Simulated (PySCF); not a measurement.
**Adding and removing an electron: KI**

PBE0; basis K x2c-SVPall, I x2c-SVPall; spin-free X2C with a Gaussian nucleus; PySCF 2.14. Neutral (UKS): singlet (closed shell), Re = 3.052 Å, ωe = 189 cm⁻¹, De = 3.36 eV, HOMO -5.20 eV, LUMO -1.52 eV.

KI⁺ (UKS): doublet (π ↑), Re = 3.593 Å, ωe = 81.7 cm⁻¹, De = 0.32 eV to K⁺ + I. The energies at the minima are -7716.52607 hartree for KI and -7716.25326 for KI⁺.

Task: Work out the adiabatic ionisation energy, without and with harmonic zero-point energies (1 hartree = 27.2114 eV, 1 eV = 8065.5 cm⁻¹), and the change of the bond length.

Result: At PBE0: 0.27281 hartree = 7.424 eV between the minima; the zero-point term (81.7 − 189.0)/2 cm⁻¹ = -0.007 eV makes it 7.417 eV. Re changes by +54.1 pm against the neutral. Minus the HOMO energy is 5.20 eV, -2.22 eV from the value between the minima; self-interaction puts the Kohn–Sham level too high, less so with exact exchange. The electron leaves a π orbital, and the ion is left as a loose complex of an ion and an atom.

Weak bonds: KI⁺. Basis-set superposition, not corrected here, can be much of De in a small basis, most of all at correlated wavefunction levels. These are scalar-relativistic numbers at best; spin–orbit coupling would shift them, the dissociation energy most. For an ion De counts to the pair picked by the measured ionisation energies or electron affinities, which need not be the lowest pair at this level. States were picked by a PBE0 search and need not be the measured ground states.
